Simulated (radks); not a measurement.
Q: Ionisation of the terbium ion Tb+, [Xe] 4f9 6s1, to [Xe] 4f9 as the strength of local exchange is varied. Calculated with a radial shooting solver on a logarithmic mesh with Libxc functionals: Dirac Kohn-Sham, Slater X-alpha exchange (alpha = 2/3 is LDA exchange), no correlation, spin-unpolarised, spherical densities, finite nucleus; open shells fill j = l - 1/2 first; Fermi nuclear charge, rms radius 5.06 fm.

alpha  E(Tb+) (hartree)  exchange (hartree)  IE (eV)  -e of the level emptied (eV)  <r> of it (bohr)
0.618       -11685.8646           -224.6379   10.619                 7.876 (6s1/2)             3.839
0.639       -11693.5006           -232.4360   10.718                 7.976 (6s1/2)             3.821
0.667       -11703.6904           -242.8498   10.851                 8.113 (6s1/2)             3.798
0.69        -11712.0678           -251.4181   10.963                 8.226 (6s1/2)             3.780
0.737       -11729.2069           -268.9662   11.193                 8.462 (6s1/2)             3.741
0.813       -11756.9780           -297.4530   11.575                 8.855 (6s1/2)             3.680
0.848       -11769.7909           -310.6180   11.754                 9.040 (6s1/2)             3.653
?           -11661.9010           -200.1983   10.314                 7.569 (6s1/2)             3.893

Which alpha was used in the last row?

A: alpha = 0.552. NIST Atomic Spectra Database: 11.51 eV (semi-empirical). The Delta-SCF value meets it near alpha = 0.80. Spin polarisation and multiplet splitting are left out, so open shells lie too high by an amount that depends on their filling.

Beside tabulated values, note that spin-unpolarised runs miss the spin-polarisation part of the exchange energy of open shells.
